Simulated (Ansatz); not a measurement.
Basis sets compared for the cluster Si₃Ni (the lowest singlet isomer of a short search). Charge 0, multiplicity 1. Geometry r2SCAN-D4/def2-SVP. Ansatz on 4 threads of Intel Xeon Platinum 8488C on a shared host; times are rough, and most runs start from earlier orbitals.

| atom | x (Å) | y (Å) | z (Å) |
| --- | --- | --- | --- |
| Ni1 | 0.857 | 0.088 | 0.758 |
| Si2 | -0.917 | -0.094 | -0.811 |
| Si3 | -1.184 | 0.107 | 1.387 |
| Si4 | 1.244 | -0.101 | -1.334 |

The structure comes from a short search, and lower isomers may exist.

Binding counts from free atoms (Ni triplet, Si triplet) in the same basis, without a counterpoise term.

```json
{"level": "PBE-D4/def2-SVP", "functions": "85", "energy (Eh)": "-2375.6234", "HOMO (eV)": "-4.59", "LUMO (eV)": "-3.73", "binding per atom (eV)": "3.14", "wall time": "0.55 s"}
{"level": "PBE-D4/def2-TZVP", "functions": "156", "energy (Eh)": "-2376.1591", "HOMO (eV)": "-4.86", "LUMO (eV)": "-3.81", "binding per atom (eV)": "3.07", "wall time": "1 s"}
{"level": "r2SCAN-D4/def2-TZVP", "functions": "156", "energy (Eh)": "-2376.7053", "HOMO (eV)": "-5.04", "LUMO (eV)": "-3.74", "binding per atom (eV)": "2.90", "wall time": "1.9 s"}
{"level": "PBE0-D4/def2-SVP", "functions": "85", "energy (Eh)": "-2375.6403", "HOMO (eV)": "-5.84", "LUMO (eV)": "-3.00", "binding per atom (eV)": "2.56", "wall time": "0.9 s"}
{"level": "PBE0-D4/def2-TZVP (with forces)", "functions": "156", "energy (Eh)": "-2376.1678", "HOMO (eV)": "-5.92", "LUMO (eV)": "-3.07", "binding per atom (eV)": "2.58", "wall time": "2.4 s"}
```

(1) Estimate the rows for PBE-D4/def2-TZVPD, r2SCAN-D4/def2-TZVPD, PBE0-D4/def2-TZVPD.

Results:

(1) 
| level | functions | energy (Eh) | HOMO (eV) | LUMO (eV) | binding per atom (eV) | wall time |
| --- | --- | --- | --- | --- | --- | --- |
| PBE-D4/def2-TZVPD | 177 | -2376.1600 | -4.89 | -3.84 | 3.08 | 1.1 s |
| r2SCAN-D4/def2-TZVPD | 177 | -2376.7060 | -5.06 | -3.76 | 2.90 | 2.3 s |
| PBE0-D4/def2-TZVPD | 177 | -2376.1686 | -5.94 | -3.10 | 2.59 | 2 s |
